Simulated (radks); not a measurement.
All-electron atom: Hg I in [Hg].

All-electron calculation, non-relativistic Kohn-Sham, exchange-only LDA, spin-polarised, spherical densities, point nucleus; relativity is left out, which matters for an element this heavy. Program: a radial shooting solver on a logarithmic mesh with Libxc functionals.

Energy parts (hartree):
part                   energy
total             -18395.9201
kinetic            18395.9201
electron-nucleus  -43830.8932
Hartree             7370.9355
exchange            -331.8826

Orbitals (lengths in bohr, moments of r in powers of bohr):
orbital  occ.  eigenvalue (hartree)   <1/r>
1s          2             -2754.919   79.41
2s          2             -461.1979   18.70
2p          6             -443.7657   18.74
3s          2             -108.5295   7.252
3p          6             -100.2589   7.211
3d         10             -84.77510   7.146
4s          2             -23.16101   3.179
4p          6             -19.57438   3.093
4d         10             -12.95780   2.914
4f         14              -4.04994   2.579
5s          2              -3.37099   1.332
5p          6              -2.21008   1.219
5d         10              -0.40355  0.9022
6s          2              -0.16851  0.4015

The highest occupied level is 6s at -4.585 eV. Summed over all electrons, <r^2> = 67.33 bohr^2, which gives a Langevin (diamagnetic) susceptibility term of -53.3 x 10^-6 cm^3/mol. The density falls to 0.001 e/bohr^3 at r = 4.57 bohr. Virial ratio -V/T = 2.00000. The electron density at the nucleus is 3.671e+05 e/bohr^3.
